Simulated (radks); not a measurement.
Results of a calculation; reference values are marked as such.
Task: Radial electron density D(r) = 4 pi r^2 rho(r) of an atom or ion with 55 electrons. Level of theory: scalar-relativistic Kohn-Sham, PBEsol, spin-polarised, spherical densities, finite nucleus; Fermi nuclear charge, rms radius of each element as measured or else 0.836 A^(1/3) + 0.57 fm (a radial shooting solver on a logarithmic mesh with Libxc functionals).

```
   r/bohr * D(r) (the largest magnitude, 95.8, reaches the edge; | marks zero)
 0.001403 | *
 0.001633 |  *
 0.001886 |   *
 0.002196 |    *
 0.002556 |     *
 0.002976 |       *
 0.003437 |         *
 0.004001 |           *
 0.004658 |              *
 0.005379 |                 *
 0.006262 |                     *
  0.00729 |                         *
 0.008419 |                            *
 0.009802 |                                *
  0.01141 |                                    *
  0.01328 |                                       *
  0.01534 |                                        *
  0.01786 |                                         *
  0.02079 |                                         *
  0.02401 |                                       *
  0.02795 |                                     *
  0.03254 |                                    *
  0.03758 |                                    *
  0.04375 |                                      *
  0.05093 |                                           *
   0.0593 |                                                *
  0.06848 |                                                    *
  0.07972 |                                                      *
  0.09281 |                                                    *
   0.1072 |                                               *
   0.1248 |                                         *
   0.1453 |                                       *
   0.1678 |                                        *
   0.1953 |                                            *
   0.2274 |                                              *
   0.2647 |                                          *
   0.3057 |                                  *
   0.3559 |                       *
   0.4143 |                *
   0.4784 |               *
    0.557 |                 *
   0.6484 |                  *
   0.7488 |                *
   0.8718 |           *
    1.015 |       *
    1.181 |     *
    1.364 |    *
    1.588 |   *
    1.849 |  *
    2.136 | *
    2.486 | *
    2.894 |*
    3.343 *
    3.891 *
     4.53 *
    5.274 *
    6.091 *
    7.091 *
    8.255 *
    9.533 *
     11.1 *
```

What is the nuclear charge?

Result: Z = 56. The innermost maximum, from 1s, lies near gamma/Z bohr with gamma = sqrt(1 - (Z/c)^2) = 0.913, here 0.0163 bohr (found: 0.0179), and its height grows with Z. The density is that of the barium ion Ba+ in [Xe] 5d1; the configuration itself is not fixed sharply by these data, and Z only to a few units. D(r) has 4 maxima, at r = 0.0179, 0.0791, 0.224, 0.628 bohr, and minima at 0.0344, 0.148, 0.460 bohr, inside which lie 1.96, 11.15, 28.91 electrons.
